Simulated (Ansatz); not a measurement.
Species: C₃H₅, SMILES `C=[C+]C` with one electron removed (charge 2, multiplicity 2), formula C$_{3}$H$_{5}$.

Q: How many basis functions does frozen-core CCSD(T)/cc-pVTZ // B3LYP-D3(BJ)/def2-TZVP (Ansatz, a program for electronic structure) use, how many core orbitals are frozen, and how many electrons are correlated?

A: 160 basis functions and 3 frozen orbitals, which leaves 15 correlated electrons. Core time is of the order of minutes.
